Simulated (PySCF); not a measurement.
Al(Me)(SH)2 (CH5AlS2), SMILES [CH3][Al]([SH])[SH].

Geometry optimised at PBE-D3(BJ)/def2-SVP. The values are those of a single conformer.

Method: PBE-D3(BJ)/def2-SVP in PySCF.

Frequencies are harmonic and unscaled.

| mode | ν (cm⁻¹) | IR (km/mol) | moving atoms (share of kinetic energy) |
|---|---|---|---|
| 1 | 5 | 0.0 | H 99 % |
| 2 | 136 | 12.4 | S 61 %, Al 19 %, H 12 %, C 9 % |
| 3 | 137 | 1.0 | C 37 %, S 28 %, H 27 % |
| 4 | 167 | 9.1 | Al 66 %, H 15 %, S 13 % |
| 5 | 180 | 0.1 | H 98 % |
| 6 | 256 | 38.4 | H 94 % |
| 7 | 377 | 11.2 | S 69 %, C 17 %, Al 10 % |
| 8 | 514 | 42.6 | Al 46 %, H 29 %, S 24 % |
| 9 | 566 | 2.6 | H 82 %, S 9 % |
| 10 | 615 | 31.1 | H 65 %, C 20 %, Al 8 % |
| 11 | 638 | 24.4 | H 77 %, C 18 % |
| 12 | 686 | 46.7 | H 40 %, Al 39 %, C 20 % |
| 13 | 712 | 121.9 | H 65 %, Al 16 %, C 15 % |
| 14 | 1164 | 15.8 | H 80 %, C 20 % |
| 15 | 1373 | 0.9 | H 96 % |
| 16 | 1376 | 3.3 | H 95 % |
| 17 | 2621 | 2.1 | H 97 % |
| 18 | 2624 | 1.3 | H 97 % |
| 19 | 2971 | 0.8 | H 97 % |
| 20 | 3066 | 1.5 | H 91 %, C 9 % |
| 21 | 3080 | 1.9 | H 91 %, C 9 % |
